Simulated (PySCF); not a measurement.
Level of theory: PySCF, B3LYP, basis W def2-SVP with ECP60, O def2-SVP, Cl def2-SVP (scalar-relativistic core potentials, no spin–orbit coupling, density fitting). Open shells, if any, are unrestricted.

Task: What spin state, shape and geometry does isolated WOCl₂ take (every ligand bound to W)?

Result: Formally W is in oxidation state +4, d2, with 2 unpaired electrons (the high-spin count). The Mulliken spin on W is 2.04. The polar-tensor charge on W, 1.66, is far below the formal one. The lowest minimum found is a triplet of C2v symmetry with W–Cl 2.306 Å (×2), W–O 1.690 Å; Cl–W–Cl 121.4°, Cl–W–O 119.3° (×2). Its harmonic wavenumbers are 101 (a1), 114 (b1), 180 (b2), 388 (a1), 402 (b2), 1040 (a1) cm⁻¹ and its dipole moment is 0.66 D.

Other isomers or separated fragments may lie lower. Open d and f shells are described by one determinant, and the ground state may have another occupation or spin. With an element this heavy the missing spin–orbit coupling can shift these numbers.
